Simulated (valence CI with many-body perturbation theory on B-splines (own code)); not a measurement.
The numbers below are computed, except where a source is named.
Level structure of La42+

Method: valence CI with perturbative core correlation (CI+MBPT): five valence electrons over a frozen Dirac-Fock core [Ne], radial functions for each j: 11 s, 11 p, 10 d, 8 f, 5 g, 2 h, with the one-electron correlation potential Σ1, the two-electron term Σ2, the three-electron term Σ3, Breit, model QED; selected CI, second order for the rest, scaled by the run's own slope (own B-spline code, finite nucleus).

No measured spectrum was set against this ion. As an estimate, large intervals hold to a few tenths of a per cent, small ones and those within an open d or f shell to about a per cent. Among the levels kept, up to 3200 cm⁻¹ of a level comes from second order outside the variational space, and about a tenth of that is noise between levels of different J, which matters for small intervals.

Levels 91 to 135 of 170, with energies above the lowest level, (3s^2 3p1/2^2 3p3/2) J=3/2. "Leading %" is the weight of the configuration and term that name the level; weights of strongly mixed levels are sums over their largest components and can fall short. In the jj column 3d3/2^4 stands for four electrons in 3d with j = 3/2.

```csv
No.,Configuration,Term,J,E (eV),Leading %,g,Leading jj
91,3s2 3p 3d2,4G°,9/2,508.43,28,1.187,3s 3p1/2 3p3/2^2 3d5/2 (49 %)
92,3s 3p3 3d,2F°,5/2,508.95,25,1.110,3s 3p1/2 3p3/2^2 3d3/2 (80 %)
93,3s 3p3 3d,4D°,5/2,511.42,36,1.276,3s 3p1/2 3p3/2^2 3d5/2 (74 %)
94,3s 3p3 3d,2P°,3/2,515.17,18,1.400,3s 3p1/2 3p3/2^2 3d3/2 (43 %)
95,3s 3p3 3d,4D°,5/2,516.23,28,1.227,3s 3p1/2 3p3/2^2 3d5/2 (61 %)
96,3s 3p3 3d,2F°,7/2,516.87,44,1.152,3s 3p1/2 3p3/2^2 3d5/2 (81 %)
97,3s 3p3 3d,4P°,3/2,517.57,16,1.298,3s 3p1/2 3p3/2^2 3d5/2 (58 %)
98,3s 3p3 3d,2P°,1/2,518.17,48,0.899,3s 3p1/2 3p3/2^2 3d3/2 (76 %)
99,3s 3p3 3d,4D°,1/2,523.88,37,0.521,3s 3p1/2 3p3/2^2 3d3/2 (72 %)
100,3s 3p3 3d,2D°,5/2,524.00,31,1.202,3s 3p1/2 3p3/2^2 3d3/2 (45 %)
101,3s 3p3 3d,4D°,3/2,524.97,28,1.108,3s 3p1/2 3p3/2^2 3d3/2 (55 %)
102,3s 3p3 3d,2F°,7/2,525.98,21,1.176,3s 3p1/2 3p3/2^2 3d5/2 (64 %)
103,3s 3p3 3d,2G°,9/2,526.49,60,1.113,3s 3p1/2 3p3/2^2 3d5/2 (73 %)
104,3s 3p3 3d,2D°,3/2,528.49,19,1.105,3s 3p1/2 3p3/2^2 3d5/2 (60 %)
105,3s 3p3 3d,2F°,5/2,528.84,29,1.061,3s 3p1/2 3p3/2^2 3d5/2 (67 %)
106,3s2 3p 3d2,2P°,1/2,530.11,45,0.766,3s^2 3p1/2 3d5/2^2 (50 %)
107,3s 3p3 3d,4D°,7/2,533.27,42,1.243,3s 3p1/2 3p3/2^2 3d5/2 (90 %)
108,3s 3p3 3d,2F°,5/2,533.74,43,1.018,3s 3p1/2 3p3/2^2 3d5/2 (80 %)
109,3s 3p3 3d,2F°,7/2,536.36,36,1.149,3s 3p1/2 3p3/2^2 3d5/2 (70 %)
110,3s 3p2 3d2,6G,3/2,536.52,43,0.350,3s 3p1/2^2 3d3/2^2 (87 %)
111,3s 3p3 3d,2P°,3/2,537.28,42,1.069,3s 3p1/2 3p3/2^2 3d5/2 (69 %)
112,3s 3p3 3d,2D°,5/2,540.52,35,1.214,3s 3p1/2 3p3/2^2 3d5/2 (74 %)
113,3s 3p2 3d2,6G,5/2,542.96,26,1.066,3s 3p1/2^2 3d3/2^2 (80 %)
114,3s 3p3 3d,2S°,1/2,544.18,31,1.191,3s 3p1/2 3p3/2^2 3d5/2 (68 %)
115,3s 3p3 3d,2D°,3/2,545.86,28,1.153,3s 3p1/2 3p3/2^2 3d5/2 (71 %)
116,3s 3p3 3d,2D°,5/2,551.78,32,1.071,3s 3p1/2 3p3/2^2 3d5/2 (73 %)
117,3s 3p3 3d,2D°,3/2,554.97,28,1.127,3s 3p1/2 3p3/2^2 3d5/2 (64 %)
118,3s 3p2 3d2,4P,1/2,555.87,44,2.679,3s 3p1/2^2 3d3/2^2 (80 %)
119,3s2 3p 3d2,2G°,7/2,559.83,22,1.104,3s^2 3p3/2 3d3/2^2 (68 %)
120,3s2 3p 3d2,4D°,1/2,560.60,54,0.294,3s^2 3p3/2 3d3/2^2 (71 %)
121,3s2 3p 3d2,4F°,5/2,560.73,30,1.048,3s^2 3p3/2 3d3/2^2 (64 %)
122,3s2 3p 3d2,4D°,3/2,562.21,30,0.947,3s^2 3p3/2 3d3/2^2 (61 %)
123,3s2 3p 3d2,4G°,9/2,565.43,38,1.201,3s^2 3p3/2 3d3/2 3d5/2 (76 %)
124,3s2 3p 3d2,4G°,11/2,565.53,75,1.227,3s^2 3p3/2 3d3/2 3d5/2 (64 %)
125,3s 3p2 3d2,6G,7/2,565.82,29,1.248,3s 3p1/2^2 3d3/2 3d5/2 (84 %)
126,3s2 3p 3d2,2F°,7/2,567.96,29,1.129,3s^2 3p3/2 3d3/2 3d5/2 (67 %)
127,3s2 3p 3d2,4D°,3/2,568.81,23,1.186,3s^2 3p3/2 3d3/2 3d5/2 (63 %)
128,3s2 3p 3d2,2S°,1/2,569.10,26,1.980,3s^2 3p3/2 3d3/2 3d5/2 (50 %)
129,3s2 3p 3d2,4D°,5/2,569.34,26,1.206,3s^2 3p3/2 3d3/2 3d5/2 (61 %)
130,3s 3p2 3d2,6G,5/2,571.31,18,1.236,3s 3p1/2^2 3d3/2 3d5/2 (78 %)
131,3s2 3p 3d2,4D°,7/2,572.20,44,1.274,3s^2 3p3/2 3d3/2 3d5/2 (75 %)
132,3s2 3p 3d2,4P°,5/2,573.82,42,1.421,3s^2 3p3/2 3d3/2 3d5/2 (85 %)
133,3s 3p2 3d2,6D,3/2,575.00,40,1.661,3s 3p1/2^2 3d3/2 3d5/2 (87 %)
134,3s2 3p 3d2,4S°,3/2,575.21,26,1.522,3s^2 3p3/2 3d3/2^2 (56 %)
135,3s2 3p 3d2,2D°,5/2,578.18,33,1.165,3s^2 3p3/2 3d5/2^2 (62 %)
```
